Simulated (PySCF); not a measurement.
H₇Si₃, SMILES [SiH]([SiH3])[SiH3] (connectivity only; charge and spin as stated), charge +1, multiplicity 1.

Geometry: PBE0-D3(BJ)/def2-SVP. The spin state was assumed, not searched. The isomer is the one that the SMILES or the coordinates give; other isomers of the formula were not compared.

Two levels are set side by side: TDA-PBE/def2-SVPD (PySCF) and TDA-PBE0/def2-SVPD (PySCF). Vertical, same geometry. The lowest singlet is HOMO→LUMO 99 % with PBE and HOMO→LUMO 98 % with the other functional; states are paired by order. Differences are taken from unrounded values.

```csv
quantity,TDA-PBE0
lowest singlet excitation (eV),3.03
lowest triplet excitation (TDA) (eV),2.29
first bright state (f over 0.05) (eV),4.98
its oscillator strength,0.11
```

Problem. What does TDA-PBE give, and how far is it from TDA-PBE0? (An estimate is asked for; the answer gives what the named calculation found.)

Solution. 
```csv
quantity,TDA-PBE,TDA-PBE minus TDA-PBE0
lowest singlet excitation (eV),2.85,-0.17
lowest triplet excitation (TDA) (eV),2.18,-0.11
first bright state (f over 0.05) (eV),4.21,-0.78
its oscillator strength,0.12,0.00
```

A lower first singlet is the usual sign of a functional without exact exchange. Differences between two approximate levels are no errors against the true value.

Rough cost on one machine, each run with all the roots and properties that it gave: TDA-PBE0 against TDA-PBE within a factor of 2.
